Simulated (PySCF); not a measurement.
# Two-component Hartree-Fock for In²³⁺ (indium, charge +23)

Start: [Ar] 3d8; 3d3/2 filled at m_j = -3/2, -1/2, +1/2, +3/2; 3d5/2 filled at m_j = -1/2, +1/2, +3/2, +5/2. Calculated with PySCF 2.14 in an even-tempered Gaussian basis (17 s from 3 bohr⁻², ratio 2.8; 12 p from 3.8 bohr⁻², ratio 2.8; 8 d from 3.8 bohr⁻², ratio 2.8; 3 f from 16 bohr⁻², ratio 3): generalised Hartree-Fock with the X2C-1e Hamiltonian and a Gaussian nucleus; one run each with spin-orbit coupling (SO) switched off, then screened by Boettger's factors.

```json
{"spinor shell": "1s1/2", "electrons": "2", "ε, spin-free (eV)": "-28876.9", "ε, screened SO (eV)": "-28874.4", "weight of nominal j (screened SO)": "1.000", "rms radius, screened SO (bohr)": "0.0340"}
{"spinor shell": "2s1/2", "electrons": "2", "ε, spin-free (eV)": "-5071.6", "ε, screened SO (eV)": "-5070.6", "weight of nominal j (screened SO)": "1.000", "rms radius, screened SO (bohr)": "0.139"}
{"spinor shell": "2p1/2", "electrons": "2", "ε, spin-free (eV)": "-4627.7", "ε, screened SO (eV)": "-4776.7", "weight of nominal j (screened SO)": "1.000", "rms radius, screened SO (bohr)": "0.120"}
{"spinor shell": "2p3/2", "electrons": "4", "ε, spin-free (eV)": "-4627.7", "ε, screened SO (eV)": "-4558.9", "weight of nominal j (screened SO)": "1.000", "rms radius, screened SO (bohr)": "0.125"}
{"spinor shell": "3s1/2", "electrons": "2", "ε, spin-free (eV)": "-1558.8", "ε, screened SO (eV)": "-1558.5", "weight of nominal j (screened SO)": "1.000", "rms radius, screened SO (bohr)": "0.361"}
{"spinor shell": "3p1/2", "electrons": "2", "ε, spin-free (eV)": "-1408.7", "ε, screened SO (eV)": "-1442.2", "weight of nominal j (screened SO)": "0.992", "rms radius, screened SO (bohr)": "0.352"}
{"spinor shell": "3p3/2", "electrons": "4", "ε, spin-free (eV)": "-1408.7", "ε, screened SO (eV)": "-1393.1", "weight of nominal j (screened SO)": "0.996", "rms radius, screened SO (bohr)": "0.362"}
{"spinor shell": "3d3/2", "electrons": "4", "ε, spin-free (eV)": "-1193.3", "ε, screened SO (eV)": "-1198.7", "weight of nominal j (screened SO)": "0.917", "rms radius, screened SO (bohr)": "0.329"}
{"spinor shell": "3d5/2", "electrons": "4", "ε, spin-free (eV)": "-1193.3", "ε, screened SO (eV)": "-1188.9", "weight of nominal j (screened SO)": "0.933", "rms radius, screened SO (bohr)": "0.332"}
```

| quantity | spin-free | screened SO |
| --- | --- | --- |
| E (hartree) | -5608.55819 | -5610.04062 |
| M_J | 4 | 4 |
| ⟨J²⟩ | 20.001 | 20.001 |
| ⟨L²⟩ | 12.001 | 12.344 |
| ⟨S²⟩ | 2.000 | 1.927 |

Each row is a mean over spinors that exchange with the open shell spreads, by up to 25.310 eV (3p3/2).

Breit and QED terms are absent; they matter most for the inner s and p1/2 levels.

Densities and radii are taken from the X2C orbitals without a picture-change correction, which distorts them close to the nucleus.

Without spin-orbit coupling the j labels of p, d and f shells carry no meaning; the spin-free column gives the mean over the occupied spinors of each nl shell.
